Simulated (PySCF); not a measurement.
Gas-phase reaction: In(CH3)2NH2 + C3H8 = InH3 + (CH3)2NH + C3H6 (cyclic)

Method: PySCF energies plus ideal-gas RRHO corrections (1 bar). † marks an energy on the PBE0/def2-TZVP geometry and frequencies; other levels use their own. MP2 and CCSD(T) freeze the core. All species are closed-shell singlets. In: scalar-relativistic def2 core potential, no spin-orbit coupling. Methyl groups turn as free rotors in In(CH3)2NH2. In(CH3)2NH2, InH3: computed as isolated molecules; such fragments, hydroxides, amides, oligomers or adducts are transient or little studied in the gas. MP2 isn't extrapolated to the basis-set limit; its ΔH°(298 K) is 257.9 kJ in def2-SVP and 304.1 kJ in def2-TZVPP. CCSD(T) isn't extrapolated to the basis-set limit. The harmonic model lacks anharmonicity and excited electronic states, which grow with temperature; levels with a mode under 35 cm⁻¹ are left out. Internal rotation in C3H8, (CH3)2NH is treated as a harmonic vibration of one conformer, which makes the entropy rough. Soft modes under 120 cm⁻¹ make the harmonic entropy rough for In(CH3)2NH2.

```json
[
 {"level": "BLYP/def2-TZVP†", "ΔE electronic, kJ": "280", "ΔH°(298 K), kJ": "258", "ΔS°(298 K), J/K": "91", "ΔG°(1600 K), kJ": "127"},
 {"level": "CCSD(T)/def2-SVP†", "ΔE electronic, kJ": "265", "ΔH°(298 K), kJ": "243", "ΔS°(298 K), J/K": "91", "ΔG°(1600 K), kJ": "112"},
 {"level": "MP2/def2-SVP†", "ΔE electronic, kJ": "280", "ΔH°(298 K), kJ": "258", "ΔS°(298 K), J/K": "91", "ΔG°(1600 K), kJ": "126"},
 {"level": "MP2/def2-TZVPP†", "ΔE electronic, kJ": "326", "ΔH°(298 K), kJ": "304", "ΔS°(298 K), J/K": "91", "ΔG°(1600 K), kJ": "173"},
 {"level": "PBE/def2-SVP", "ΔE electronic, kJ": "256", "ΔH°(298 K), kJ": "232", "ΔS°(298 K), J/K": "84", "ΔG°(1600 K), kJ": "111"},
 {"level": "PBE/def2-TZVP†", "ΔE electronic, kJ": "282", "ΔH°(298 K), kJ": "259", "ΔS°(298 K), J/K": "91", "ΔG°(1600 K), kJ": "128"},
 {"level": "PBE0/def2-QZVP†", "ΔE electronic, kJ": "284", "ΔH°(298 K), kJ": "262", "ΔS°(298 K), J/K": "91", "ΔG°(1600 K), kJ": "131"},
 {"level": "PBE0/def2-SVP†", "ΔE electronic, kJ": "254", "ΔH°(298 K), kJ": "232", "ΔS°(298 K), J/K": "91", "ΔG°(1600 K), kJ": "101"},
 {"level": "r2SCAN/def2-TZVP†", "ΔE electronic, kJ": "293", "ΔH°(298 K), kJ": "271", "ΔS°(298 K), J/K": "91", "ΔG°(1600 K), kJ": "140"},
 {"level": "LDA/def2-TZVP†", "ΔE electronic, kJ": "286", "ΔH°(298 K), kJ": "263", "ΔS°(298 K), J/K": "91", "ΔG°(1600 K), kJ": "132"}
]
```
ΔH° is lowest at PBE/def2-SVP and highest at MP2/def2-TZVPP†. No reference value is set beside these.
